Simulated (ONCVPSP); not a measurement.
**What the settings do to the ONCV potential of nickel (Ni)**

Base potential:

* Element: nickel
* Generator: ONCVPSP 4.0.1
* Type: optimised norm-conserving Vanderbilt (ONCV)
* Functional: PBE
* Relativity: scalar-relativistic
* Frozen core: [Ne]
* Valence charge: 18
* Reference configuration: 3s2 3p6 3d8 4s1 (charge +1)
* Partial waves: 3s+4s: rc 1.15 bohr, ncon 3, nbas 7, qcut 8.4 1/bohr, 2 projectors; 3p: rc 0.75 bohr, ncon 3, nbas 6, qcut 12.3 1/bohr, 2 projectors, debl 2.2 Ha; 3d: rc 1.45 bohr, ncon 4, nbas 8, qcut 10.7 1/bohr, 2 projectors, debl 0.9 Ha
* Local potential: polynomial inside 0.50 bohr (lpopt 5, dvloc0 0 Ha)
* Core correction: polynomial model core, fcfact 0.3

In the p channel the program set the typed energies aside and used -2.959, 0.250 Ha.

Cutoffs, loose and tight: the cutoffs (Ha) at which the residual kinetic energy of the hardest occupied pseudo-wave falls to 1 and 0.1 mHa per electron. They do not see the model core or the augmentation charge, which bear on the density cutoff. Test errors are all-electron minus pseudo excitation energies from the reference, over the configurations 3s2 3p6 3d8 4s2; 3s2 3p6 3d8 4s0; 3s2 3p6 3d7 4s0; 3s2 3p6 3d9 4s0. A dash means not determined; rows that change the core or the reference have their own tests.

| change | outcome | cutoff, loose | cutoff, tight | bound ghosts | GHOST(+) flags above zero | largest test error (meV) |
| --- | --- | --- | --- | --- | --- | --- |
| base | generated, projector energies reset by the program | 62 Ha | 156 Ha | none | s | +33 |
| d: rc 1.26 | generated, projector energies reset by the program | 62 Ha | 156 Ha | none | s | +16 |
| d: rc 1.42 | generated, projector energies reset by the program | 62 Ha | 156 Ha | none | s | +30 |
| d: rc 1.58 | generated, projector energies reset by the program | 62 Ha | 156 Ha | none | s | +50 |
| d: rc 1.74 | generated, projector energies reset by the program | 62 Ha | 156 Ha | none | s | +75 |
| d: rc 1.96 | generated, projector energies reset by the program | 62 Ha | 156 Ha | none | s | +122 |
| d: rc 2.08 | generated, projector energies reset by the program | 62 Ha | 156 Ha | none | s | +146 |

(1) What comes out with this change to the base: d: rc 1.02?

Answers

(1) outcome: generated, projector energies reset by the program; cutoff, loose: 199 Ha; cutoff, tight: 238 Ha; bound ghosts: none; GHOST(+) flags above zero: s; largest test error (meV): +4.8.

Reading the sweep of the d radius (base included, trends over the rows without a ghost): The loose cutoff falls from 199 Ha at 1.02 to 62 Ha at 2.08 bohr. A larger radius leaves more room for a smooth pseudo-wave, so fewer plane waves are needed; a smaller one forces it to follow the all-electron wave where it bends sharply. The median size of the test errors (rows with all tests solved) rises from 1.7 meV at 1.02 to 66.0 meV at 2.08 bohr. More of the atom is replaced by a form fitted at one configuration, so other configurations suffer as the radius grows.
